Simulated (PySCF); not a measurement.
Species: C₆H₉O (doublet state).
SMILES with atom numbers: `[CH2:1][CH2:2][C@H:3]([CH:4]=[CH2:5])[CH:6]=[O:7]` (hydrogens: H8, H9 on C1; H10, H11 on C2; H12 on C3; H13 on C4; H14, H15 on C5; H16 on C6)

Geometry (GFN2-xTB, Å), atoms numbered from 1 in this order:
```xyz
16
C6H9O angstrom
C      1.529   -1.512    0.244
C      1.361   -0.167   -0.318
C      0.101    0.539    0.223
C     -1.154   -0.197   -0.157
C     -2.115   -0.518    0.690
C     -0.036    1.923   -0.364
O      0.540    2.330   -1.332
H      0.678   -2.153    0.368
H      2.501   -1.891    0.488
H      2.238    0.451   -0.111
H      1.256   -0.201   -1.414
H      0.152    0.626    1.313
H     -1.232   -0.451   -1.205
H     -2.058   -0.274    1.738
H     -2.995   -1.049    0.371
H     -0.772    2.553    0.175
```

The hyperfine couplings belong to this conformer and change with its torsions.

Level of theory: UKS B3LYP, pcH-1 on C H O, non-relativistic, mean-field spin-orbit, GIAO (PySCF 2.14.0). The structure is a single GFN2-xTB conformer in the gas phase; no vibrational or solvent corrections. GFN2-xTB frequencies show an imaginary mode (31i cm⁻¹), so this geometry is no minimum at that level. A GFN2-xTB geometry isn't a minimum of the functional, and hyperfine couplings can be far from their values at a DFT geometry. The SCF solution wasn't tested for stability.

Problem. Give the principal g shifts and their parts.

Solution. 
```tsv
Δg (ppm)	1	2	3
relativistic mass correction	-136	-136	-136
gauge correction	7	35	22
orbital Zeeman/spin–orbit	-66	559	758
total	-195	458	644
```

So g = 2.00212, 2.00278, 2.00296 and g_iso = 2.00262; the tensor is rhombic: the two nearest values differ by 22 % of g3 − g1. Axes: g2 points within 13° of the C1–C2 bond.

Problem. At 9.765 GHz, how far is the centre of the isotropic spectrum from where a free electron (g = 2.002319) resonates?

Solution. B = hν/(g μB) with μB/h = 13.99624 MHz/mT gives 348.44 mT for the free electron and 348.39 mT at g_iso, 0.05 mT lower.

Problem. What effective moment and Curie constant follow for a powder?

Solution. With the mean of g² = 4.0105 and S(S+1) = 0.75: μ_eff = √(⟨g²⟩S(S+1)) = 1.734 μB and χT = 0.12505·⟨g²⟩·S(S+1) = 0.376 cm³ K/mol (cgs; spin-Hamiltonian part alone).

Problem. Average each term over the three axes. Which is largest in size?

Solution. The orbital-Zeeman/spin–orbit term 417, the mass correction -136 and the gauge correction 21 ppm, for a total of 302 ppm. The orbital-Zeeman/spin–orbit term is the largest in size. The mass correction is the same along every axis, so the anisotropy comes from the other two: their spans along these axes are 29 (gauge) and 823 ppm (orbital Zeeman/spin–orbit).

Problem. In a frozen sample, at which fields do the three g values resonate at 9.5, 34, 94 and 263 GHz (hyperfine left aside), and which band first spreads them over more than twice a line width of 1.0 mT?

Solution. 
```json
{"band": "X", "GHz": "9.5", "B(g3) mT": "338.87", "B(g2) mT": "338.91", "B(g1) mT": "339.02", "spread mT": "0.14"}
{"band": "Q", "GHz": "34.0", "B(g3) mT": "1212.81", "B(g2) mT": "1212.93", "B(g1) mT": "1213.32", "spread mT": "0.51"}
{"band": "W", "GHz": "94.0", "B(g3) mT": "3353.08", "B(g2) mT": "3353.39", "B(g1) mT": "3354.48", "spread mT": "1.41"}
{"band": "J", "GHz": "263.0", "B(g3) mT": "9381.48", "B(g2) mT": "9382.35", "B(g1) mT": "9385.41", "spread mT": "3.93"}
```

The spread grows in proportion to the frequency. J band is the first where it exceeds 2.0 mT.

The Mulliken spin populations are largest on C1 (+1.08), C2 (-0.09) and H11 (+0.06). No atom but C1 exceeds +0.15. The angles at C1 add up to 359.9°, so it is planar; its axial dipolar tensor and the negative couplings of its protons fit spin in a p orbital normal to that plane.

The HOMO–LUMO gaps are 4.42 eV among the α and 5.32 eV among the β orbitals.
